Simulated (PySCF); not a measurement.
# How the method changes the shape and vibrations of BH3N2Si

Calculated results; nothing here was measured. They come from PySCF 2.14.0, an open-source quantum chemistry program, on an isolated molecule that a program drew, which may never have been made. The molecule is BH3N2Si (charge 0, singlet), drawn as the SMILES string `N=B[Si]N`.

The geometry was optimised and harmonic frequencies were computed with HF and MP2, all in the cc-pV(D+d)Z basis, for the commonest isotopes, with a restricted reference for singlets and an unrestricted one otherwise, and a frozen core in MP2. Each result is a local minimum of its method.

Geometry at the HF minimum:
```xyz
7
BH3N2Si, angstrom
N    -0.9009   -2.4382   -1.1431
B    -1.8310   -1.8296   -0.6097
Si   -3.3564   -0.8436    0.3651
N    -4.0807   -0.1609   -1.0145
H    -0.1554   -2.9271   -1.5633
H    -3.7920   -0.2573   -1.9697
H    -4.8962    0.4177   -0.9329
```

Lengths of the bonds as drawn, in Å (atoms numbered as above):
```
bond,HF,MP2
N1-B2,1.233,1.263
B2-Si3,2.061,2.045
Si3-N4,1.701,1.721
N1-H5,0.986,1.003
N4-H6,1.002,1.018
N4-H7,1.003,1.019
```

Rotational constants, in GHz:
```
constant,HF,MP2
A,17.61,17.07
B,3.139,3.142
C,2.664,2.653
```

Harmonic frequencies in cm^-1, each column in rising order, so a row needn't be the same motion in every method:
```
rank,HF,MP2
1,143,123
2,245,208
3,413,374
4,503,463
5,521,494
6,568,497
7,595,?
8,631,631
9,875,818
10,917,870
11,1707,1574
12,2043,1854
13,3771,3573
14,3868,3687
15,4081,3855
```

**Estimate the missing MP2 frequency from the HF column.**

A single factor s that minimises the squared misfit of MP2 against s times HF over the other rows is sum(HF x MP2) / sum(HF^2) = 0.9433, with an rms misfit of 30 cm^-1. For rank 7 it gives 0.9433 x 595 = 561 cm^-1. The calculation gives 564 cm^-1, 3 cm^-1 above the estimate. The drawn bonds are on average 1.3 % longer in MP2 than in HF.
